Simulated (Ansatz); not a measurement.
A structure relaxed at PBE-D4/def2-SVP in Ansatz, charge 1, singlet:

```xyz
7

Tl   -2.1445   -0.7531    0.1169
Tl    1.4748   -2.5233   -1.4470
Tl    1.4646    0.4520    1.6726
Tl   -0.4443    2.9777   -1.2566
Cl    0.2347   -2.1980    1.1402
Cl   -1.1575    1.7912    1.2771
Cl    0.5721    0.2535   -1.5031
```

(1) Give its formula.

(2) Summarise the bond lengths by kind (pairs closer than 1.2 times the sum of covalent radii, bridged metal pairs left out).

Answers

(1) Tl₄Cl₃⁺.

(2) 4 × Cl–Tl 2.89 to 2.92 Å.

In the def2 sets Tl takes a core potential; there is no spin–orbit coupling. Another isomer (singlet) lies 0.09 eV lower at PBE0-D4/def2-TZVP; other spin states weren't run for this one.
